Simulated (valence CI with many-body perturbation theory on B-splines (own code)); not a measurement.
Which ion has this spectrum?

A relativistic CI+MBPT calculation for an atom or ion with 21 electrons gives these levels (cm⁻¹):

| J | Parity | E | g |
| --- | --- | --- | --- |
| 3/2 | even | 0 | 0.73 |
| 5/2 | even | 739635 | 1.05 |
| 3/2 | even | 793609 | 1.16 |
| 9/2 | even | 823914 | 1.02 |
| 7/2 | even | 828330 | 1.03 |
| 1/2 | even | 841060 | 1.78 |
| 5/2 | even | 1052323 | 1.22 |
| 7/2 | even | 1553636 | 1.12 |
| 9/2 | even | 1594699 | 1.13 |
| 3/2 | even | 1642155 | 1.10 |
| 1/2 | even | 1668086 | 1.53 |
| 11/2 | even | 1675954 | 1.08 |
| 5/2 | even | 1678137 | 1.30 |
| 7/2 | even | 1759943 | 1.08 |

The energies are calculated, and their last digits are not significant.

(1) Which is it?
A. Os55+
B. Tl60+
C. Au58+
D. Hg59+

## Answers

(1) C. Au58+, ground level (3d3/2^3) J=3/2.
